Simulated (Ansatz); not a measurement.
Cu6As⁻, relaxed as a singlet with RKS B3LYP-D4/def2-SVPD in Ansatz, starting from the GFN1-xTB geometry. Force threshold 0.02 eV/Å.

The relaxation made no stability test and no search for a lower SCF solution. No other spin state of charge -1 was run. The structure comes from a short search, and lower isomers may exist.

Start:

```xyz
7

As   -2.245   -0.241    0.398
Cu    1.837   -1.512    0.118
Cu   -1.495    1.123   -1.199
Cu   -0.514   -1.606   -0.297
Cu    0.809    0.318   -0.997
Cu   -0.388    1.158    0.967
Cu    1.997    0.761    1.009
```

| step | energy (eV) | largest force component (eV/Å) | SCF passes |
| --- | --- | --- | --- |
| 1 | -328656.5300 | 0.712 | 28 |
| 2 | -328656.6132 | 0.313 | 27 |
| 3 | -328656.6826 | 0.161 | 39 |
| 4 | -328656.6848 | 0.206 | 34 |
| 5 | -328656.6993 | 0.037 | 40 |
| 6 | -328656.7010 | 0.079 | 33 |
| 7 | -328656.7049 | 0.043 | 32 |
| 8 | -328656.7103 | 0.241 | 39 |
| 9 | -328656.7231 | 0.274 | 33 |
| 10 | -328656.7752 | 0.310 | 38 |
| 11 | -328656.8534 | 0.363 | 38 |
| 12 | -328656.9778 | 0.277 | 37 |
| 13 | -328657.0943 | 0.168 | 35 |
| 14 | -328657.1201 | 0.237 | 34 |
| 15 | -328657.1397 | 0.074 | 32 |
| 16 | -328657.1406 | 0.014 | 30 |

Force components are those of the run's own axes.

End:

```xyz
7

As   -2.138   -0.157   -0.465
Cu    1.733   -1.210    0.545
Cu   -0.758    1.811   -0.400
Cu   -0.595   -1.911    0.106
Cu    0.355   -0.153   -1.238
Cu   -0.214    0.164    1.269
Cu    1.617    1.455    0.182
```

Bonds formed: As1–Cu5, Cu2–Cu6, Cu3–Cu7 (atoms count from 1). Metal–metal contacts that move far: Cu4–Cu6 3.04 to 2.41 Å. The end is the same structure that another start reached, the lowest one found.

No frequencies were taken in this run, so the end may be a saddle point.

It took 9.6 min on 4 threads of Arm Neoverse N1 on a shared host, peak host memory 1.4 GiB.
